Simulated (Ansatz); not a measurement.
`[SiH3][O][Cd][Cl]` + HBr → `[SiH3][O][Cd][Br]` + HCl at 700 K and 1 bar (ligand exchange at a Cd–Cl bond).

Gas-phase electronic energies from Ansatz, PBE0-D4/def2-TZVP geometries. CCSD(T)/CBS adds triple-zeta CCSD(T) − MP2 to the extrapolated MP2 energy (def2 sets, frozen cores). This one scheme is used for every species. def2 core potentials past Kr. For Br, Cd outer-core shells are correlated without core-valence functions, which leaves a few kJ/mol of doubt a bond. Scalar relativity is left out up to krypton. Each species was taken in one conformer, which may not be the lowest.

| species | CCSD(T)/CBS energy (Eh) | H − E (kJ/mol) | S (J/(mol·K)) |
| --- | --- | --- | --- |
| `[SiH3][O][Cd][Cl]` | -993.63708 | 143.6 | 459.5 |
| HBr | -2573.91920 | 36.5 | 223.7 |
| `[SiH3][O][Cd][Br]` | -3107.18482 | 143.4 | 472.1 |
| HCl | -460.38127 | 38.4 | 211.8 |

H − E and S are ideal-gas, rigid-rotor, harmonic terms from PBE0-D4/def2-TZVP, for one conformer and one mirror image of each species. 1 Eh = 2625.50 kJ/mol, R = 8.31446 J/(mol·K).

By hand: ΔE, ΔH, ΔS and ΔG.

ΔE = (-3107.18482) + (-460.38127) − (-993.63708) − (-2573.91920) = -0.00981 Eh = -25.8 kJ/mol. Δ(H − E) = 143.4 + 38.4 − 143.6 − 36.5 = 1.7, so ΔH = -24.1 kJ/mol. ΔS = 472.1 + 211.8 − 459.5 − 223.7 = 0.7 J/(mol·K). ΔG = -24.1 − 700 × (0.7)/1000 = -24.6 kJ/mol.

By hand: the equilibrium constant, and the temperature at which ΔG would vanish if ΔH and ΔS stayed fixed.

log₁₀ K = −ΔG/(RT ln 10) = 1.8. ΔH and −TΔS have one sign here, so there is no such temperature.

The number of gas molecules stays the same, so ΔS is small and ΔH decides. A doubt of 5 kJ/mol in ΔE shifts log₁₀ K by 0.4 here. Other conformers and mirror images would add mixing entropy, several J/(mol·K) or more a flexible species. Modes under 60 cm⁻¹, often nearly free rotors, make the harmonic entropy too high. These are equilibria of isolated gas molecules and say nothing of rates. Largest T1 diagnostic: 0.014 (customary marks: 0.02 for closed shells, 0.045 for open ones).

ΔS is within the doubt of such terms, so its sign, and with it that verdict, could turn.
